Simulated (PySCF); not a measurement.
Compound: C3H9NO2Si.
Numbering: `[CH3:1][Si:2]1([NH2:3])[O:4][CH2:5][CH2:6][O:7]1`

Geometry (GFN2-xTB, Å), atoms numbered from 1 in this order:
```
atom  x, y, z in Å
C1     1.9463   -1.1089   -0.1147
Si2    0.5736    0.1840   -0.2025
N3     1.2092    1.6112   -0.9127
O4    -0.7663   -0.2218   -1.0681
C5    -1.8824   -0.4165   -0.2559
C6    -1.5782    0.1792    1.1378
O7    -0.1957    0.3241    1.2562
H8     1.5890   -2.0680    0.2450
H9     2.3820   -1.2574   -1.0951
H10    2.7350   -0.7769    0.5500
H11    2.1649    1.8713   -0.7556
H12    0.6296    2.4162   -1.0819
H13   -2.7443    0.0724   -0.7172
H14   -2.0848   -1.4904   -0.1771
H15   -1.9391   -0.4734    1.9368
H16   -2.0464    1.1640    1.2436
```

Definitions: NICS(0) = −σiso at the ring centroid; NICS(1) = −σiso and NICS(1)zz = −σzz at ±1 Å along the ring normal z. Level: GIAO PBE0/pcSseg-1 (PySCF, non-relativistic, gas phase) on the GFN2-xTB geometry, one conformer.

Ring bond lengths (Å), with Mayer bond orders in brackets: Si2–O4 1.646 (0.97), O4–C5 1.394 (0.91), C5–C6 1.546 (1.03), C6–O7 1.395 (0.91), O7–Si2 1.655 (0.96).

Q: Give the NICS values of each ring in ppm.

A: 
```
           ring                                                      type  NICS(0)  NICS(1), two faces  NICS(1)zz, two faces  rms pucker (Å)  centre to ring atoms, mean (Å)
Si2–O4–C5–C6–O7  5-membered ring with 2 O and Si; formal bonds all single     -7.0         -2.4 / -2.5           -4.2 / -4.5            0.07                            1.29
```

Q: What do they say, and how far can they be read as aromaticity?

A: 
- Si2–O4–C5–C6–O7: mean NICS(1)zz -4.3 ppm, shielded. Si2, C5, C6 have four or more neighbours, so the value isn't read as a sign of a π ring current.
